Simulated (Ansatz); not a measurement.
C2H7GeN can be A, `C[N]1[CH2][GeH2]1`, or B, `[CH3][GeH2][CH]=N`.

Program: Ansatz. Geometries: PBE0-D4/def2-TZVP. ΔE: electronic, gas phase. CCSD(T)/CBS is the MP2 limit (def2-TZVPP, def2-QZVPP) plus CCSD(T) − MP2 in def2-TZVPP, frozen cores. DFT in def2-TZVPP. B3LYP here is the variant with VWN-RPA as its local correlation; programs differ in this. For Ge outer-core shells are correlated without core-valence functions, which leaves a few kJ/mol of doubt a bond. Scalar relativity is left out up to krypton. Each species was taken in one conformer, which may not be the lowest.

Q: Which is lower in electronic energy at CCSD(T)/CBS, and by how much? (Estimate.)

A: The calculation gave: B, by 23.6 kcal/mol.

Q: Give E(B) − E(A) in kcal/mol with ωB97M-V, MP2/def2-TZVPP, B3LYP, r2SCAN-D4, PBE0-D4, PBE-D4, CCSD/def2-TZVPP. (Best estimate.)

A: Computed: ωB97M-V -24.8, MP2/def2-TZVPP -22.5, B3LYP -26.2, r2SCAN-D4 -22.9, PBE0-D4 -22.0, PBE-D4 -21.8, CCSD/def2-TZVPP -26.3. None reverses the order clearly.

Largest T1 diagnostic: 0.012.

In def2-TZVPP, CCSD(T) changes the Hartree–Fock value by +6.3 kcal/mol (the triples alone add +0.8 kcal/mol) and MP2 by +9.4 kcal/mol.
